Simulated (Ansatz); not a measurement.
`[OH][Ti]([F])([F])[Br]` and `C#[C][Ti]([OH])([F])[F]` differ in one atom or group.

Ansatz, PBE0-D4/def2-TZVP geometries, multiplicity 1. Each molecule was computed in one conformer, which needn't be the lowest.

Scalar relativity is left out up to krypton.

```tsv
property	`[OH][Ti]([F])([F])[Br]`
LUMO energy (PBE0/def2-TZVPP) / eV	-2.91
zero-point energy (PBE0-D4/def2-TZVP) / kJ/mol	48.2
LUMO energy (B3LYP/def2-TZVPP) / eV	-3.20
size of the dipole moment (PBE/def2-TZVPP) / D	2.42
LUMO energy (PBE/def2-TZVPP) / eV	-3.81
LUMO energy (ωB97M-V/def2-TZVPP) / eV	-0.68
```

Give the same properties after the change, and the shifts. (An estimate is asked.)

Ansatz gave: 
| property | `C#[C][Ti]([OH])([F])[F]` | shift |
| --- | --- | --- |
| LUMO energy (PBE0/def2-TZVPP) / eV | -2.77 | 0.14 |
| zero-point energy (PBE0-D4/def2-TZVP) / kJ/mol | 93.8 | 45.6 |
| LUMO energy (B3LYP/def2-TZVPP) / eV | -3.06 | 0.14 |
| size of the dipole moment (PBE/def2-TZVPP) / D | 2.29 | -0.13 |
| LUMO energy (PBE/def2-TZVPP) / eV | -3.68 | 0.13 |
| LUMO energy (ωB97M-V/def2-TZVPP) / eV | -0.54 | 0.14 |

With PBE0 the HOMO rises by 0.46 eV and the LUMO rises by 0.14 eV, so the gap narrows by about 0.32 eV. PBE moves the HOMO by 0.37 eV and ωB97M-V by 0.41 eV. The zero-point energy changes by 45.6 kJ/mol with +6 modes. Dipoles are sizes alone; their direction can turn.

B3LYP here is the variant with VWN-RPA as its local correlation; programs differ in this.

Spin–orbit coupling is left out; it splits and shifts lone-pair levels of the heavy atoms by tenths of an eV.
